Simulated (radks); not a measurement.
Values are calculated unless marked as measured or tabulated.
How relativity changes the ionisation of the copper ion Cu+ ([Ar] 3d10) to Cu2+ ([Ar] 3d9). Spin-unpolarised spherical Kohn-Sham, PBE, point nucleus unless stated (finite: rms radius 3.8823 fm), a radial shooting solver on a logarithmic mesh with Libxc functionals. A level marked "c x" has the speed of light scaled by that factor and shares open shells by 2j + 1; other Dirac levels either fill j = l - 1/2 first or share by 2j + 1.

[
 {"level": "non-rel.", "E(Cu+) (hartree)": "-1639.99952", "E(Cu2+) (hartree)": "-1639.20996", "IE (eV)": "21.485", "HOMO": "3d", "<r> HOMO (bohr)": "1.009"},
 {"level": "scalar-rel.", "E(Cu+) (hartree)": "-1654.54974", "E(Cu2+) (hartree)": "-1653.76578", "IE (eV)": "21.332", "HOMO": "3d", "<r> HOMO (bohr)": "1.015"},
 {"level": "scalar-rel., finite nucleus", "E(Cu+) (hartree)": "-1654.54239", "E(Cu2+) (hartree)": "-1653.75844", "IE (eV)": "21.332", "HOMO": "3d", "<r> HOMO (bohr)": "1.015"},
 {"level": "Dirac, 2j+1 shares", "E(Cu+) (hartree)": "-1654.60222", "E(Cu2+) (hartree)": "-1653.81824", "IE (eV)": "21.333", "HOMO": "3d5/2", "<r> HOMO (bohr)": "1.019"},
 {"level": "Dirac, low j first", "E(Cu+) (hartree)": "-1654.60222", "E(Cu2+) (hartree)": "-1653.82265", "IE (eV)": "21.213", "HOMO": "3d5/2", "<r> HOMO (bohr)": "1.019"},
 {"level": "Dirac, 2j+1 shares, finite nucleus", "E(Cu+) (hartree)": "-1654.59487", "E(Cu2+) (hartree)": "-1653.81089", "IE (eV)": "21.333", "HOMO": "3d5/2", "<r> HOMO (bohr)": "1.019"},
 {"level": "Dirac, c x 0.75", "E(Cu+) (hartree)": "-1666.42375", "E(Cu2+) (hartree)": "-1665.64389", "IE (eV)": "21.221", "HOMO": "3d5/2", "<r> HOMO (bohr)": "1.026"},
 {"level": "Dirac, c x 0.85", "E(Cu+) (hartree)": "-1660.38715", "E(Cu2+) (hartree)": "-1659.60523", "IE (eV)": "21.277", "HOMO": "3d5/2", "<r> HOMO (bohr)": "1.023"},
 {"level": "Dirac, c x 100", "E(Cu+) (hartree)": "-1640.00094", "E(Cu2+) (hartree)": "-1639.21139", "IE (eV)": "21.485", "HOMO": "3d5/2", "<r> HOMO (bohr)": "1.009"}
]

NIST Atomic Spectra Database: 20.292 eV (measured). The relativistic part of the total energy of Cu+ is -14.6 hartree (Dirac, 2j+1 shares, finite nucleus), 0.89 % of the non-relativistic value. Spin polarisation and multiplet splitting of open shells are left out at every level.

Beside tabulated values, note that spin-unpolarised runs miss the spin-polarisation part of the exchange energy of open shells.
